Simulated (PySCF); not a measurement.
Nitrogen: a sound run and one with changed settings

Sound run: N²⁺ [He] 2s2 2p1, N³⁺ [He] 2s2. Calculation: PySCF 2.14, in aug-cc-pVDZ (4s3p2d, 23 functions); the non-relativistic Hamiltonian (point nucleus). The sound run starts from symmetry-adapted Hartree-Fock orbitals and uses a fine grid where one is needed.

Changed run: initial guess 1e, at most 50 SCF cycles, level shift 10.0 hartree.

```
species  method  sound run (hartree)  changed run (hartree)  converged
    N²⁺     UHF            -52.80727              -52.80727         no
    N²⁺    TPSS            -52.96607              -52.96607         no
    N²⁺    PBE0            -52.89214              -52.89214         no
    N³⁺     UHF            -51.06854              -51.06854         no
    N³⁺    TPSS            -51.19269              -51.19268         no
    N³⁺    PBE0            -51.12666              -51.12666         no
```

A level shift slows the SCF but leaves a converged energy unchanged.
